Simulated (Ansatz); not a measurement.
A structure relaxed at B3LYP-D4/def2-SVP in Ansatz, charge 0, singlet:

Cartesian coordinates in Å:
```
Si 0.058 0.073 -0.015
H 1.007 1.202 -0.249
C 0.370 -1.265 -1.294
C 1.321 -1.192 -2.236
H -0.262 -2.165 -1.273
H 1.988 -0.326 -2.318
H 1.481 -1.991 -2.971
C -1.702 0.706 -0.170
C -2.018 1.974 -0.467
H -2.527 -0.003 -0.009
H -1.248 2.736 -0.640
H -3.056 2.315 -0.551
C 0.338 -0.616 1.708
C 1.246 -0.135 2.569
H -0.278 -1.466 2.037
H 1.895 0.710 2.310
H 1.387 -0.557 3.570
```

Problem. Give its formula, name or SMILES and point group.

Solution. SiH(vinyl)3 (C₆H₁₀Si). Point group C3v (tolerance 0.1 Å).

Problem. Summarise the bond lengths by kind (pairs closer than 1.2 times the sum of covalent radii, bridged metal pairs left out).

Solution. 3 × C–Si 1.88 Å; 3 × C–C 1.34 Å; 9 × C–H 1.10 Å; 1 × H–Si 1.49 Å.
